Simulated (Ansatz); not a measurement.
Process, species as SMILES: [N]=C=O → C atom + N atom + O atom
B3LYP-D3(BJ)/def2-TZVP geometries, fixed; electronic energies without zero-point terms.

Core correlation in the atomisation energy at CCSD(T) with Ansatz (a first-principles code), in kcal/mol: frozen core against all electrons. Open shells are unrestricted.

```json
[
 {"basis": "cc-pVDZ", "functions, most": "42", "frozen core": "281.00", "all electrons": "282.16", "core term (second minus first)": "1.17"},
 {"basis": "cc-pCVDZ", "functions, most": "54", "frozen core": "281.66", "all electrons": "282.82", "core term (second minus first)": "1.16"},
 {"basis": "cc-pVTZ", "functions, most": "90", "frozen core": "301.97", "all electrons": "308.87", "core term (second minus first)": "6.90"},
 {"basis": "cc-pwCVTZ", "functions, most": "129", "frozen core": "303.18", "all electrons": "304.96", "core term (second minus first)": "1.78"},
 {"basis": "cc-pCVTZ", "functions, most": "129", "frozen core": "302.63", "all electrons": "304.31", "core term (second minus first)": "1.68"},
 {"basis": "cc-pVQZ", "functions, most": "165", "frozen core": "309.98", "all electrons": "313.59", "core term (second minus first)": "3.61"}
]
```

The largest core-valence set, cc-pCVTZ, gives a core term of 1.68 kcal/mol; the valence set cc-pVQZ, which lacks functions for the core, gives 3.61.
